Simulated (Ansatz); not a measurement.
A structure relaxed at PBE/def2-TZVPD in Ansatz, charge -1, doublet:

```xyz
4

Rb   -1.8412   -1.1288    1.2885
Rb   -2.7088    2.2613   -1.9601
Rb    2.6812   -2.7121    1.3311
Rb    1.8688    1.5795   -0.6594
```

Give its formula and point group.

the cluster Rb₄⁻. Point group C2v (tolerance 0.1 Å).

Summarise the bond lengths by kind (pairs closer than 1.2 times the sum of covalent radii, bridged metal pairs left out).

5 × Rb–Rb 4.77 to 4.99 Å.

In the def2 sets Rb takes a core potential; there is no spin–orbit coupling. The highest occupied level of the charge -1 doublet lies above zero (up to 0.14 eV). The electron is either unbound and held by the finite basis, or the level is raised by self-interaction error. The structure comes from a short search, and lower isomers may exist.
